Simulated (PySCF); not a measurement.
SrS and its ions

r²SCAN; PySCF, scalar-relativistic core potentials, basis sets Sr def2-SVPD with ECP28, S def2-SVPD. Neutral (UKS): singlet (closed shell), Re = 2.468 Å, ωe = 397 cm⁻¹, De = 3.94 eV, HOMO -4.02 eV, LUMO -2.36 eV.

SrS⁺ (UKS): doublet (π ↑), Re = 2.651 Å, ωe = 328 cm⁻¹, De = 2.88 eV to Sr⁺ + S. The energies at the minima are -428.77769 hartree for SrS and -428.53977 for SrS⁺.

Task: Work out the adiabatic ionisation energy, without and with harmonic zero-point energies (1 hartree = 27.2114 eV, 1 eV = 8065.5 cm⁻¹), and the change of the bond length.

Result: At r²SCAN: 0.23792 hartree = 6.474 eV between the minima; the zero-point term (328.0 − 397.0)/2 cm⁻¹ = -0.004 eV makes it 6.470 eV. Re changes by +18.3 pm against the neutral. Minus the HOMO energy is 4.02 eV, -2.45 eV from the value between the minima; self-interaction puts the Kohn–Sham level too high, less so with exact exchange. The electron leaves a π orbital; in so polar a molecule the change of length follows mostly from the change of the ionic charges.

SrS⁻ (UKS): doublet (σ ↑), Re = 2.570 Å, ωe = 341 cm⁻¹, De = 2.93 eV to Sr + S⁻. The energies at the minima are -428.77769 hartree for SrS and -428.82092 for SrS⁻.

Task: Work out the adiabatic electron affinity, without and with harmonic zero-point energies (1 hartree = 27.2114 eV, 1 eV = 8065.5 cm⁻¹), and the change of the bond length.

Result: At r²SCAN: 0.04323 hartree = 1.176 eV between the minima; the zero-point term (397.0 − 341.0)/2 cm⁻¹ = +0.003 eV makes it 1.180 eV. Re changes by +10.2 pm against the neutral. The electron enters a σ orbital; in so polar a molecule the change of length follows mostly from the change of the ionic charges.

Spin–orbit coupling is left out. For an ion De counts to the pair picked by the measured ionisation energies or electron affinities, which need not be the lowest pair at this level. The highest Kohn–Sham level is positive in this anion. Much of that is self-interaction error, but it also means that the finite basis helps to hold the extra electron. States were picked by a PBE0 search and need not be the measured ground states.
